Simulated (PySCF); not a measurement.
Series CXY, Y = H, computed as singlets and as triplets. Gas-phase values, no solvent. One relaxed conformer stands for each flexible species; it need not be the lowest. Strings in code marks are SMILES.

A: X = ethynyl, multiplicity 3 (`C#C[CH]` (lower triplet))
B: X = fluoro, multiplicity 3 (`F[CH]` (excited triplet))
C: X = amino, multiplicity 1 (`N[CH]` (lower singlet))

Problem. Rank these by dipole moment (lowest first), as PBE0-D3(BJ)/def2-TZVP (PySCF) gives it.

Solution. A (0.15 D), B (1.04 D), C (3.57 D)
